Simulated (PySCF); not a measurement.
# Al³⁺ (aluminium, charge +3) across methods

[Ne], closed-shell 1S. Calculation: PySCF 2.14, in dyall-av3z (19s12p3d2f, 84 functions); the non-relativistic Hamiltonian (point nucleus).

| method | E (hartree) | mean ε 1s (eV) | mean ε 2s (eV) | mean ε 2p (eV) | Σ⟨r²⟩ (bohr²) | ⟨S²⟩ |
| --- | --- | --- | --- | --- | --- | --- |
| MN15 | -240.4282 | -1542.3 | -145.56 | -109.57 | 3.680 | 0.000 |
| PBE | -240.2641 | -1543.3 | -142.15 | -104.13 | 3.686 | 0.000 |
| revPBE | -240.3571 | -1543.6 | -142.22 | -104.07 | 3.683 | 0.000 |
| LDA | -239.3470 | -1536.4 | -141.53 | -104.23 | 3.697 | 0.000 |
| r2SCAN | -240.3934 | -1553.3 | -145.57 | -105.74 | 3.657 | 0.000 |
| UHF | -240.00017 | -1627.0 | -167.38 | -121.70 | 3.635 | 0.000 |
| PBEsol | -239.7910 | -1539.9 | -141.78 | -103.97 | 3.689 | 0.000 |
| PBE0 | -240.2927 | -1564.3 | -148.78 | -108.84 | 3.669 | 0.000 |
| r2SCAN0 | -240.3883 | -1571.8 | -151.17 | -109.99 | 3.650 | 0.000 |
